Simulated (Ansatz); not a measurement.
`[F][InH2]` and `[BH2][InH][F]` differ in one atom or group.

Ansatz, PBE0-D4/def2-TZVP geometries, multiplicity 1. 

Elements past krypton have def2 core potentials.

| property | `[F][InH2]` |
| --- | --- |
| HOMO energy (PBE/def2-TZVPP) / eV | -7.28 |
| size of the dipole moment (ωB97M-V/def2-TZVPP) / D | 3.07 |
| HOMO energy (ωB97M-V/def2-TZVPP) / eV | -10.97 |
| LUMO energy (PBE0/def2-TZVPP) / eV | -1.83 |
| LUMO energy (PBE/def2-TZVPP) / eV | -2.55 |
| LUMO energy (ωB97M-V/def2-TZVPP) / eV | -0.36 |

(1) What does the change do to each property? (Estimate.)

Answers

(1) Ansatz gave: 
| property | `[BH2][InH][F]` | shift |
| --- | --- | --- |
| HOMO energy (PBE/def2-TZVPP) / eV | -6.64 | 0.64 |
| size of the dipole moment (ωB97M-V/def2-TZVPP) / D | 3.52 | 0.45 |
| HOMO energy (ωB97M-V/def2-TZVPP) / eV | -9.99 | 0.98 |
| LUMO energy (PBE0/def2-TZVPP) / eV | -2.82 | -0.99 |
| LUMO energy (PBE/def2-TZVPP) / eV | -3.84 | -1.29 |
| LUMO energy (ωB97M-V/def2-TZVPP) / eV | -0.88 | -0.52 |

With PBE0 the HOMO rises by 0.87 eV and the LUMO falls by 0.99 eV, so the gap narrows by about 1.86 eV. PBE moves the HOMO by 0.64 eV and ωB97M-V by 0.98 eV. The zero-point energy changes by 35.9 kJ/mol with +6 modes. Dipoles are sizes alone; their direction can turn.
